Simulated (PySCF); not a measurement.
Species: bromostannane, BrH3Sn.
Cartesian coordinates in Å at the PBE0-D3(BJ)/def2-SVP level; atoms count from 1:
```xyz
5
BrH3Sn angstrom
Br     2.575   -0.005    0.347
Sn     0.083    0.125    0.177
H     -0.526   -0.459    1.661
H     -0.307    1.767   -0.084
H     -0.364   -0.862   -1.144
```

Computed, not measured: PySCF 2.14.0, PBE0-D3(BJ)/def2-SVP geometry optimisation, gas phase, def2 core potentials past Kr.

(1) Which atoms are bound to Sn2, and at what distances?

(2) List the angles at Sn2.

(3) What is the shape at Sn2?

(4) What are the rotational constants (commonest isotopes, rigid rotor)?

Answers

(1) 4 atoms: H3 1.707 Å, H5 1.708 Å, H4 1.708 Å, Br1 2.501 Å.

(2) 
| angle | degrees | distance of the outer atoms (Å) |
| --- | --- | --- |
| H3–Sn2–H5 | 112.4 | 2.84 |
| H3–Sn2–H4 | 112.3 | 2.84 |
| H4–Sn2–H5 | 112.2 | 2.83 |
| Br1–Sn2–H4 | 106.7 | 3.41 |
| Br1–Sn2–H5 | 106.5 | 3.41 |
| Br1–Sn2–H3 | 106.2 | 3.40 |

(3) Tetrahedral: angles from 106.2° to 112.4°; τ4 = (360° − α − β)/141° = 0.96 with α and β the two widest (0 for a square, 1 for a tetrahedron).

(4) A = 62331, B = 1640, C = 1640 MHz: a prolate symmetric top.

Point group: C3v (every atom within 0.08 Å of its image). Charge 0, singlet. PBE0-D3(BJ)/def2-SVP frequencies: not computed here.
